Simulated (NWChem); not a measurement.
System: SiHBr2F; SMILES F[SiH](Br)Br

The following NWChem deck was run.

```
start job
memory heap 200 mb stack 900 mb global 1100 mb
geometry units angstroms noautosym nocenter noautoz
  Si     0.725499     0.439311     0.000000
  F      2.069001    -0.434536     0.000000
  Br    -0.430555    -0.045305     1.827175
  Br    -0.430555    -0.045305    -1.827175
  H      1.078572     1.868449     0.000000
end
basis spherical
  Si library 6-31g*
  F library 6-31g*
  Br library 6-31g*
  H library 6-31g*
end
dft
  xc hfexch
  iterations 150
end
property
  efieldgrad
end
task dft property
```

Parts of the log:

```
             Northwest Computational Chemistry Package (NWChem) 7.3.0
             --------------------------------------------------------

                             Geometry "geometry" -> ""
                             -------------------------

 Output coordinates in angstroms (scale by  1.889725989 to convert to a.u.)

  No.       Tag          Charge          X              Y              Z
 ---- ---------------- ---------- -------------- -------------- --------------
    1 Si                  14.0000     0.72549900     0.43931100     0.00000000
    2 F                    9.0000     2.06900100    -0.43453600     0.00000000
    3 Br                  35.0000    -0.43055500    -0.04530500     1.82717500
    4 Br                  35.0000    -0.43055500    -0.04530500    -1.82717500
    5 H                    1.0000     1.07857200     1.86844900     0.00000000

 Effective nuclear repulsion energy (a.u.)     578.9601614226

  xc_inp: hfexch multiplicative factor not found.
                              NWChem Property Module
                              ----------------------

  itol2e modified to match energy
  convergence criterion.

                                 NWChem DFT Module
                                 -----------------

 Summary of "ao basis" -> "ao basis" (spherical)
 ------------------------------------------------------------------------------
       Tag                 Description            Shells   Functions and Types
 ---------------- ------------------------------  ------  ---------------------
 Si                          6-31g*                  8       18   4s3p1d
 F                           6-31g*                  6       14   3s2p1d
 Br                          6-31g*                 12       32   5s4p3d
 H                           6-31g*                  2        2   2s

  itol2e modified to match energy
  convergence criterion.

            General Information
            -------------------
          SCF calculation type: DFT
          Wavefunction type:  closed shell.
          No. of atoms     :     5
          No. of electrons :    94
           Alpha electrons :    47
            Beta electrons :    47
          Charge           :     0
          Spin multiplicity:     1
          Use of symmetry is: off; symmetry adaption is: off
          Maximum number of iterations: 150
          AO basis - number of functions:    98
                     number of shells:    40
          Convergence on energy requested:  1.00D-07
          Convergence on density requested:  1.00D-05
          Convergence on gradient requested:  5.00D-04

              XC Information
              --------------
                     Hartree-Fock (Exact) Exchange  1.000

      Superposition of Atomic Density Guess
      -------------------------------------

 Sum of atomic energies:       -5532.86242915

      Non-variational initial energy
      ------------------------------

 Total energy =   -5533.648344
 1-e energy   =   -8858.464702
 2-e energy   =    2745.856196
 HOMO         =      -0.385347
 LUMO         =       0.036432

   convergence    iter        energy       DeltaE   RMS-Dens  Diis-err
 ---------------- ----- ----------------- --------- --------- ---------
 d= 0,ls=0.0,diis     1  -5533.2304663861 -6.11D+03  7.90D-03  4.81D-01
 d= 0,ls=0.0,diis     2  -5533.2809034452 -5.04D-02  2.47D-03  1.67D-01
 d= 0,ls=0.0,diis     3  -5533.2982461191 -1.73D-02  6.60D-04  2.34D-03
 d= 0,ls=0.0,diis     4  -5533.2987811764 -5.35D-04  2.14D-04  2.81D-04
 d= 0,ls=0.0,diis     5  -5533.2988444564 -6.33D-05  7.31D-05  1.89D-05
  Resetting Diis
 d= 0,ls=0.0,diis     6  -5533.2988502248 -5.77D-06  2.58D-05  1.83D-06
 d= 0,ls=0.0,diis     7  -5533.2988507993 -5.75D-07  6.50D-06  1.59D-07
 d= 0,ls=0.0,diis     8  -5533.2988508494 -5.00D-08  2.75D-06  3.28D-08

         Total DFT energy =    -5533.298850849364
      One electron energy =    -8859.442278066686
           Coulomb energy =     2957.355328451167
    Exchange-Corr. energy =     -210.172062656472
 Nuclear repulsion energy =      578.960161422627

 Numeric. integr. density =        0.000000000000

                       DFT Final Molecular Orbital Analysis
                       ------------------------------------

 Vector   45  Occ=2.000000D+00  E=-4.473974D-01
              MO Center= -2.5D-01,  1.1D-01, -3.0D-11, r^2= 4.8D+00
   Bfn.  Coefficient  Atom+Function         Bfn.  Coefficient  Atom+Function
  ----- ------------  ---------------      ----- ------------  ---------------
    44      0.501893  3 Br py                76      0.501893  4 Br py
    40     -0.223134  3 Br py                48      0.223217  3 Br py
    72     -0.223134  4 Br py                80      0.223217  4 Br py
    98     -0.216702  5 H  s                 97     -0.126013  5 H  s
    43      0.120921  3 Br px                75      0.120921  4 Br px

 Vector   46  Occ=2.000000D+00  E=-4.450680D-01
              MO Center= -4.0D-01, -2.3D-02,  3.1D-11, r^2= 4.8D+00
   Bfn.  Coefficient  Atom+Function         Bfn.  Coefficient  Atom+Function
  ----- ------------  ---------------      ----- ------------  ---------------
    44      0.509937  3 Br py                76     -0.509937  4 Br py
    48      0.238016  3 Br py                80     -0.238016  4 Br py
    40     -0.227194  3 Br py                72      0.227194  4 Br py
    43     -0.191462  3 Br px                75      0.191462  4 Br px
    47     -0.092515  3 Br px                79      0.092515  4 Br px

 Vector   47  Occ=2.000000D+00  E=-4.332981D-01
              MO Center= -3.7D-01, -2.6D-02,  3.8D-13, r^2= 4.9D+00
   Bfn.  Coefficient  Atom+Function         Bfn.  Coefficient  Atom+Function
  ----- ------------  ---------------      ----- ------------  ---------------
    45      0.409491  3 Br pz                77      0.409491  4 Br pz
    43      0.373757  3 Br px                75     -0.373757  4 Br px
    49      0.191323  3 Br pz                81      0.191323  4 Br pz
    41     -0.181600  3 Br pz                73     -0.181600  4 Br pz
    47      0.167919  3 Br px                79     -0.167919  4 Br px

 Vector   48  Occ=0.000000D+00  E= 1.054962D-01
              MO Center=  1.4D-02,  3.3D-01, -2.3D-12, r^2= 5.4D+00
   Bfn.  Coefficient  Atom+Function         Bfn.  Coefficient  Atom+Function
  ----- ------------  ---------------      ----- ------------  ---------------
    10      1.547061  1 Si s                 11     -0.994878  1 Si px
    46     -0.725545  3 Br s                 78     -0.725545  4 Br s
    49      0.707096  3 Br pz                81     -0.707096  4 Br pz
     6      0.422173  1 Si s                  7     -0.368761  1 Si px
    98     -0.332405  5 H  s                 45      0.257817  3 Br pz

 Vector   49  Occ=0.000000D+00  E= 1.387091D-01
              MO Center=  7.4D-01,  2.8D-01, -1.8D-11, r^2= 4.6D+00
   Bfn.  Coefficient  Atom+Function         Bfn.  Coefficient  Atom+Function
  ----- ------------  ---------------      ----- ------------  ---------------
    11      0.898110  1 Si px                12     -0.657537  1 Si py
    24     -0.564434  2 F  s                  6      0.404971  1 Si s
    47     -0.213303  3 Br px                79     -0.213303  4 Br px
     8     -0.203465  1 Si py                46      0.190192  3 Br s
    78      0.190192  4 Br s                 48      0.165219  3 Br py

 Vector   50  Occ=0.000000D+00  E= 1.419044D-01
              MO Center=  7.7D-01,  5.8D-01,  2.3D-11, r^2= 5.6D+00
   Bfn.  Coefficient  Atom+Function         Bfn.  Coefficient  Atom+Function
  ----- ------------  ---------------      ----- ------------  ---------------
    13      1.672644  1 Si pz                46     -0.785619  3 Br s
    78      0.785619  4 Br s                 47     -0.508196  3 Br px
    79      0.508196  4 Br px                49      0.417934  3 Br pz
    81      0.417934  4 Br pz                 9      0.385592  1 Si pz
    27     -0.229086  2 F  pz                48     -0.188733  3 Br py

     Multipole analysis of the density
     ---------------------------------

     L   x y z        total         alpha         beta         nuclear
     -   - - -        -----         -----         ----         -------
     0   0 0 0     -0.000000    -47.000000    -47.000000     94.000000

     1   1 0 0      0.032719      0.283078      0.283078     -0.533438
     1   0 1 0      0.535763     -0.617105     -0.617105      1.769972
     1   0 0 1     -0.000000     -0.000000     -0.000000      0.000000

     2   2 0 0    -42.647820   -128.519260   -128.519260    214.390701
     2   1 1 0      1.610729      1.249472      1.249472     -0.888216
     2   1 0 1      0.000000      0.000000      0.000000      0.000000
     2   0 2 0    -40.443486    -34.570443    -34.570443     28.697400
     2   0 1 1     -0.000000     -0.000000     -0.000000      0.000000
     2   0 0 2    -42.174550   -438.365771   -438.365771    834.556993

          -----------------------
          Electric field gradient
          -----------------------

 1 a.u. = 0.324123 10**(16) esu/cm**3  ( or statvolts/cm**2 ) = 0.97174 10**(22) v/m**2

 ------------------------------------------------------------
   Atom      X         Y         Z
 ------------------------------------------------------------
    1 Si   1.37099   0.83018   0.00000
 ------------------------------------------------------------

 Electric field gradient in molecular frame (a.u.)
         XX             YY             ZZ             XY             XZ             YZ
 ------------------------------------------------------------------------------------------
       -0.210251       0.475429      -0.265178       0.179624       0.000000       0.000000

 Principal components (a.u.) and orientation
 of principal axis w.r.t. absolute frame                      Asymmetry parameter eta
 --------------------------------------------------------------------------------------
        0.519634      -0.265178      -0.254456                       0.020634

        0.238968      -0.000000       0.971027
        0.971027       0.000000      -0.238968
        0.000000       1.000000       0.000000

 ------------------------------------------------------------
   Atom      X         Y         Z
 ------------------------------------------------------------
    2 F    3.90984  -0.82115   0.00000
 ------------------------------------------------------------

 Electric field gradient in molecular frame (a.u.)
         XX             YY             ZZ             XY             XZ             YZ
 ------------------------------------------------------------------------------------------
       -0.785834       0.143618       0.642215       0.866776      -0.000000      -0.000000

 Principal components (a.u.) and orientation
 of principal axis w.r.t. absolute frame                      Asymmetry parameter eta
 --------------------------------------------------------------------------------------
       -1.304607       0.662392       0.642215                       0.015465

        0.858057       0.513555       0.000000
       -0.513555       0.858057       0.000000
        0.000000       0.000000       1.000000

 ------------------------------------------------------------
   Atom      X         Y         Z
 ------------------------------------------------------------
    3 Br  -0.81363  -0.08561   3.45286
 ------------------------------------------------------------

 Electric field gradient in molecular frame (a.u.)
         XX             YY             ZZ             XY             XZ             YZ
 ------------------------------------------------------------------------------------------
        0.476872       1.845452      -2.322324      -0.595681       2.674937       1.088853

 Principal components (a.u.) and orientation
 of principal axis w.r.t. absolute frame                      Asymmetry parameter eta
 --------------------------------------------------------------------------------------
       -4.196194       2.151337       2.044858                       0.025375

       -0.505819       0.520096       0.688221
       -0.201059       0.704756      -0.680363
        0.838882       0.482513       0.251909

 ------------------------------------------------------------
   Atom      X         Y         Z
 ------------------------------------------------------------
    4 Br  -0.81363  -0.08561  -3.45286
 ------------------------------------------------------------

 Electric field gradient in molecular frame (a.u.)
         XX             YY             ZZ             XY             XZ             YZ
 ------------------------------------------------------------------------------------------
        0.476872       1.845452      -2.322324      -0.595681      -2.674937      -1.088853

 Principal components (a.u.) and orientation
 of principal axis w.r.t. absolute frame                      Asymmetry parameter eta
 --------------------------------------------------------------------------------------
       -4.196194       2.151337       2.044858                       0.025375

        0.505819       0.520096       0.688221
        0.201059       0.704756      -0.680363
        0.838882      -0.482513      -0.251909

 ------------------------------------------------------------
   Atom      X         Y         Z
 ------------------------------------------------------------
    5 H    2.03821   3.53086   0.00000
 ------------------------------------------------------------

 Electric field gradient in molecular frame (a.u.)
         XX             YY             ZZ             XY             XZ             YZ
 ------------------------------------------------------------------------------------------
        0.062971      -0.138280       0.075309      -0.051527      -0.000000       0.000000

 Principal components (a.u.) and orientation
 of principal axis w.r.t. absolute frame                      Asymmetry parameter eta
 --------------------------------------------------------------------------------------
       -0.150705       0.075396       0.075309                       0.000574

        0.234424       0.972134       0.000000
        0.972134      -0.234424      -0.000000
        0.000000      -0.000000       1.000000
```

Level: Hartree-Fock/6-31G* (spherical d). The geometry was optimised at B3LYP/6-31G* (spherical d). NWChem prints the field gradient with the sign opposite to the second derivative of the potential.
